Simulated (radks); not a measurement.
The numbers below are computed, except where a source is named.
Task: Neutral manganese, [Ar] 3d5 4s2. Code: a radial shooting solver on a logarithmic mesh with Libxc functionals. Model: non-relativistic Kohn-Sham, r2SCAN, spin-polarised, spherical densities, point nucleus; meta-GGA in the generalised Kohn-Sham scheme. Every spin shell is full or empty, so the densities are truly spherical. Functionals are evaluated on that one density, not self-consistently. Rank these exchange functionals by their error against the exact value of the orbitals, and give that value: LDA, RPBE, PW91, OPTX, EV93, APBE, TASK, MVS.

Result: Exact: -50.9188 hartree. From best to worst, with 100 (|E| - |E exact|)/|E exact| (equal figures are ties): MVS +0.03, RPBE +0.10, PW91 +0.15, OPTX +0.61, EV93 +0.68, APBE +0.70, TASK -2.74, LDA -6.45.
